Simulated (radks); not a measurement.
The tellurium anion Te2-, [Xe], held by a Watson sphere: a shell of charge +2 at radius R that stands for the Madelung well of a crystal (potential energy -2/R inside, -2/r outside, in hartree with lengths in bohr). All-electron calculation, scalar-relativistic Kohn-Sham, PBE, spin-polarised, spherical densities, finite nucleus; Fermi nuclear charge, rms radius of each element as measured or else 0.836 A^(1/3) + 0.57 fm. Program: a radial shooting solver on a logarithmic mesh with Libxc functionals. Response by self-consistent Sternheimer equations with the Hartree and adiabatic LDA kernel, the relativistic mass of each level held fixed and spin-orbit coupling left out. The sphere does not respond.

\begin{tabular}{lrrrrrrr}
R (bohr) & e(4d) (eV) & e(5s) (eV) & e(5p) (eV) & <r> 5p (bohr) & sum of <r^2> (bohr^2) & X-ray form factor at sin(theta)/lambda = 0.2 1/angstrom & alpha (bohr^3) \\ \hline
2.66 & -40.563 & -15.813 & -7.084 & 2.670 & 78.70 & 41.630 & 46.13 \\
3.24 & -39.781 & -14.611 & -6.250 & 2.817 & 85.00 & 41.528 & 60.42 \\
3.34 & -39.673 & -14.427 & -6.103 & 2.841 & 86.06 & 41.519 & 63.34 \\
3.63 & -39.374 & -13.931 & -5.683 & 2.906 & 89.06 & 41.503 & 72.63 \\
3.74 & -39.266 & -13.756 & -5.527 & 2.930 & 90.17 & 41.501 & 76.47 \\
5.23 & -37.957 & -11.931 & -3.718 & 3.192 & 103.9 & 41.530 & 148.9 \\
5.45 & -37.789 & -11.728 & -3.502 & 3.224 & 105.8 & 41.535 & 163.5 \\
5.73 & -37.588 & -11.489 & -3.245 & 3.262 & 108.2 & 41.542 & 184.2 \\
5.87 & -37.491 & -11.376 & -3.124 & 3.280 & 109.4 & 41.545 & 195.5 \\
\end{tabular}
